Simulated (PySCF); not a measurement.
**HF beside CCSD(T) along the alkali metals: bonds to H**

HF and CCSD(T) in PySCF with def2-SVPD on every atom (core potentials on Rb, Cs), for the lowest determinant that a PBE0 search found; no spin–orbit coupling.

| molecule | state (unpaired electrons) | HF Re (Å) | HF ωe (cm⁻¹) | HF De (eV) | CCSD(T) Re (Å) | CCSD(T) ωe (cm⁻¹) | CCSD(T) De (eV) |
| --- | --- | --- | --- | --- | --- | --- | --- |
| LiH | singlet (closed shell) | 1.612 | 1439 | 1.50 | 1.605 | 1401 | 2.38 |
| NaH | singlet (closed shell) | 1.918 | 1174 | 0.90 | 1.919 | 1124 | 1.84 |
| RbH | singlet (closed shell) | 2.490 | 915 | 0.72 | ? | ? | ? |
| CsH | singlet (closed shell) | 2.666 | 852 | 0.74 | 2.631 | 843 | 1.56 |

Question: Estimate the CCSD(T) values of RbH by adding the mean shift from HF to CCSD(T) of the other rows, and compare with the calculation.

Answer: The mean shifts are -1.4 pm, -32 cm⁻¹ and +0.88 eV, which give 2.476 Å, 883 cm⁻¹ and 1.60 eV. CCSD(T)/def2-SVPD gives Re = 2.446 Å, ωe = 902 cm⁻¹, De = 1.56 eV.

Question: What are the mean differences of HF from CCSD(T) over the whole series?

Answer: Re +2.1 pm, ωe +28 cm⁻¹, De -0.87 eV.

In a basis of this size CCSD(T) is itself not converged; it tends to give bonds that are too long and too weak.

Correlated steps freeze the inner cores (0 to 1 orbitals); shallow outer-core shells are correlated. Correlated levels converge slowly with the basis: in double zeta they bind strong bonds too weakly, by up to about 1 eV, and carry superposition errors of some tenths. Spin–orbit coupling is left out. Where the molecule has an RHF reference, its open-shell atoms are computed with UHF. The CCSD T1 diagnostic is raised in CsH, RbH, a sign that a single reference may not be enough there.
